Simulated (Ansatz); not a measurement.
Relaxation of ClFGe$_{2}$H$_{6}$O (11 atoms, charge 0, multiplicity 1), to a largest force component of 0.03 eV/Å in at most 50 steps.

All numbers below come from RKS PBE/def2-SVP in Ansatz.

```xyz
11
Properties=species:S:1:pos:R:3:forces:R:3
Ge 0.101 -0.364 -0.617 -0.08 -0.42 -0.14
Ge 0.321 0.092 2.962 0.04 0.04 0.24
H -1.205 -0.195 3.094 0.05 0.02 0.02
H 0.960 -0.169 4.355 0.00 0.02 -0.03
H 0.552 1.566 2.545 0.00 -0.12 0.05
F 1.601 0.427 -0.200 -0.02 -0.06 -0.05
O -1.173 0.526 0.258 -0.50 -0.64 0.23
H -1.785 -0.106 0.727 0.54 0.55 -0.35
H -0.042 -0.288 -2.154 0.01 0.02 0.08
Cl 0.137 -2.468 0.035 -0.05 0.38 -0.36
H 0.922 -0.910 1.939 0.00 0.21 0.31
```

Task: Where does it end, and by what steps?

Result: It converged. After 17 steps the energy has fallen by 0.280 eV; H11 moved furthest, 1.28 Å.

```
step  energy less start (eV)  largest force component (eV/Å)  accepted
   0                  0.0000                           0.638       yes
   1                 -0.1412                           0.394       yes
   2                 -0.1960                           0.317       yes
   3                 -0.2026                           0.474       yes
   4                 -0.2221                           0.218       yes
   5                 -0.2168                           0.948        no
   6                 -0.2310                           0.102       yes
   7                 -0.2370                           0.244       yes
   8                 -0.2401                           0.610       yes
   9                 -0.2472                           0.361       yes
  10                 -0.2543                           0.080       yes
  11                 -0.2568                           0.131       yes
  12                 -0.2641                           0.162       yes
  13                 -0.2690                           0.321       yes
  14                 -0.2753                           0.237       yes
  15                 -0.2779                           0.107       yes
  16                 -0.2793                           0.089       yes
  17                 -0.2797                           0.029       yes
```

```xyz
11
Properties=species:S:1:pos:R:3
Ge -0.186 -0.468 -0.901
Ge 0.583 0.175 3.242
H -0.702 -0.332 2.523
H 0.302 0.146 4.765
H 0.878 1.620 2.788
F 1.214 0.120 -0.014
O -1.630 0.190 -0.119
H -1.608 0.029 0.848
H -0.132 0.022 -2.355
Cl -0.081 -2.620 -0.731
H 1.753 -0.770 2.897
```

Whether the end is a true minimum wasn't checked by a vibrational analysis.

Time of the run: 37 s on 4 threads of Intel(R) Xeon(R) Platinum 8259CL CPU @ 2.50GHz (Skylake/Cascade Lake), with other jobs on the host, peak memory 0.23 GiB.
